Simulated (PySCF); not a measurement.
Numbering as in the mapped SMILES `[N:1]#[C:2]/[C:3]([SiH3:4])=[C:5](/[SiH3:6])[CH2:7][F:8]` (H(Xn): hydrogen on atom n).

- GFN2-xTB geometry
- NMR shieldings at PBE0/pcSseg-1/GIAO
- run in PySCF
- rapidly exchanging positions averaged, isolated molecule, non-relativistic Hamiltonian, single conformer

Referencing at the same level of theory: TMS for 13C and 1H and 29Si; 15N against NH3; 19F vs CFCl3.

```tsv
atoms	nucleus	count	δ (ppm)
N1	15N	1	338.3
C2	13C	1	121.4
H(C7)	1H	2	?
F8	19F	1	-253.0
Si4	29Si	1	-70.7
Si6	29Si	1	-83.6
H(Si6)	1H	3	?
C5	13C	1	?
C3	13C	1	115.9
H(Si4)	1H	3	4.44
C7	13C	1	92.8
```

Estimate the values marked ?.

## Answers


- C5: 191.3 ppm, fully substituted alkene carbon
- H(C7): 5.81 ppm, hydrogen on an allylic sp3 CH2 bonded to F; its carbon carries F, which withdraws density
- H(Si6): 4.32 ppm, hydrogen on a silicon bonded to C

Shifts are as computed. Against solution values, carbons near 30 ppm lie about +3 ppm off and those near 130 ppm about +5 ppm. Of 1211 compounds with measured shifts, 218 miss one by over three times the rms of a fit or turn the order of signals round; such compounds aren't used in these exercises. Unscaled 19F shifts against computed CFCl3 carry errors that often reach 10 to 50 ppm. Experimental scales use liquid or dissolved standards, which lie at an offset from isolated NH3 (liquid NH3: subtract about 20 ppm). Unscaled 15N shifts of sp2 nitrogen come out 20 to 40 ppm too high even then.
